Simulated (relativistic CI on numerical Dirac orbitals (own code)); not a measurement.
One change at a time: Yb⁴⁵⁺

Base calculation: Dirac-Coulomb-Breit CI, KLI orbitals optimised for each configuration, model QED (radiative potential, 1s self-energy scaled to tabulated hydrogen-like ionisation energies), unscaled Slater integrals.

CI space (outside the closed core [Ne]): 3s2 3p6 3d7, 3s2 3p5 3d8, 3s2 3p4 3d9, 3s 3p6 3d8, 3p6 3d9, 3s 3p5 3d9, 3s2 3p6 3d6 4s, 3s2 3p6 3d6 4p, 3s2 3p4 3d8 4s, 3s2 3p6 3d6 4d, 3s2 3p4 3d8 4p, 3s2 3p5 3d7 4s, 3s2 3p6 3d6 4f, 3s2 3p4 3d8 4d, 3s 3p5 3d8 4s, 3s2 3p5 3d7 4p, 3s 3p5 3d8 4p, 3s2 3p5 3d7 4d, 3s2 3p6 3d5 4s2, 3s 3p5 3d8 4d, 3s 3p6 3d7 4s, 3p6 3d8 4s, 3s2 3p6 3d5 4s 4p, 3s2 3p5 3d7 4f, 3p6 3d8 4p, 3s 3p6 3d7 4p, 3s2 3p6 3d6 5s, 3s2 3p6 3d5 4p2, 3s2 3p6 3d6 5p, 3p6 3d8 4d, 3s2 3p5 3d6 4s2, 3s2 3p6 3d6 5d, 3s2 3p6 3d6 5f, 3s 3p6 3d6 4s2, 3s2 3p5 3d7 5s, 3s2 3p6 3d6 6s. Levels of other configurations are missing.

Variants: (1) one mean potential for all configurations. Shifts of the energy above 3s2 3p6 3d7 4F_9/2, in eV, for the lowest level and the first level of each name with at least 55 % of one term (blank where a level changes its place among those of its configuration and J or its character, or is not in the variant):

| Level | Base | Δ(1) |
| --- | --- | --- |
| 3s2 3p6 3d7 4F_9/2 | 0.000 | 0.000 |
| 3s2 3p6 3d7 4F_7/2 | 49.386 | +0.010 |
| 3s2 3p6 3d7 4P_5/2 | 60.588 | +0.009 |
| 3s2 3p6 3d7 2H_11/2 | 64.083 | +0.010 |
| 3s2 3p6 3d7 2F_5/2 | 75.020 | +0.009 |
| 3s2 3p6 3d7 2D_3/2 | 91.403 | +0.010 |
| 3s2 3p6 3d7 4F_5/2 | 106.000 | +0.019 |
| 3s2 3p5 3d8 4G°_11/2 | 366.822 | -0.122 |
| 3s2 3p5 3d8 2D°_5/2 | 377.962 | -0.121 |
| 3s2 3p5 3d8 2F°_7/2 | 378.974 | -0.121 |
| 3s2 3p5 3d8 4F°_9/2 | 385.602 | -0.118 |
| 3s2 3p5 3d8 4G°_9/2 | 424.879 | -0.121 |
| 3s2 3p5 3d8 2H°_11/2 | 446.227 | -0.120 |
| 3s2 3p5 3d8 2G°_7/2 | 448.389 | -0.118 |
| 3s2 3p5 3d8 2G°_9/2 | 461.911 | -0.118 |
| 3s2 3p5 3d8 2F°_5/2 | 474.176 | -0.116 |
| 3s2 3p5 3d8 2H°_9/2 | 685.524 | -0.119 |

At this charge energies of transitions that change n are usually good to better than 1 %, and those within a shell (Δn = 0) to a few per cent.

Ionisation energy from the two ground configurations alone: base 3805.43 eV. The NIST ASD value (theoretical) is 3805 eV.

LS names give the leading component of a level, which can be under half, so a name can repeat, a term be missing and a line seem to break the LS rules.
